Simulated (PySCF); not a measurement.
CrO₃, SMILES [Cr](=[O])(=[O])=[O], multiplicity 1. Geometry: PBE0-D3(BJ)/def2-SVP. The spin state was assumed, not searched. The isomer is the one that the SMILES or the coordinates give; other isomers of the formula were not compared.

Method: PySCF 2.14.0 with PBE0-D3(BJ)/def2-SVP.

Harmonic wavenumbers (cm⁻¹): 251, 402, 402, 1081, 1146, 1146. Rotational constants (GHz): 8.724, 8.724, 4.670; symmetry number 3.

Problem. Work out the zero-point energy and the ideal-gas rigid-rotor harmonic-oscillator thermochemistry at 298.15 K and 1 atm.

Solution. ZPE = ½ Σ hcν = ½ × 4428 cm⁻¹ = 6.33 kcal/mol. H − E(el) = 9.43 kcal/mol. Entropy in cal/(mol K): translation 39.72, rotation 22.13, vibration 3.81, total 65.66. G − E(el) = -10.14 kcal/mol. Cp = 13.42 cal/(mol K).
